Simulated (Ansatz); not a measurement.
Clusters of 10 atoms, halide: gap (eV) at several levels, gas phase, relaxed structures; Ansatz. Clusters are the lowest isomers that short searches found in that spin, judged at the geometry's level. HOMO and LUMO are taken over both spins. Singlets are spin-restricted. The structures are stationary points that may keep the symmetry of their start.

| species | state | geometry | PBE-D4/def2-SVP | PBE-D4/def2-TZVP | r2SCAN-D4/def2-TZVP | PBE0-D4/def2-SVP | PBE0-D4/def2-TZVP |
| --- | --- | --- | --- | --- | --- | --- | --- |
| Cu5H5 | singlet | PBE-D4/def2-SVP | 3.09 | 3.10 | 3.29 | 5.39 | 5.36 |
| Be4F6⁺ | doublet | r2SCAN-D4/def2-SVP | 1.42 | 1.54 | 2.28 | 3.21 | 3.33 |
| Li5H5 | singlet | r2SCAN-D4/def2-TZVP | 3.83 | 3.97 | 4.88 | 5.52 | 5.68 |
| Na5H5 | singlet | PBE0-D4/def2-SVP | 4.13 | 4.00 | 4.54 | 5.75 | 5.53 |
| K5H5 | singlet | PBE-D4/def2-SVP | 2.43 | 2.50 | 3.25 | 3.86 | 3.94 |
| Li5H5⁺ | doublet | PBE0-D4/def2-TZVP | 1.05 | 1.02 | 1.71 | 2.48 | 2.40 |
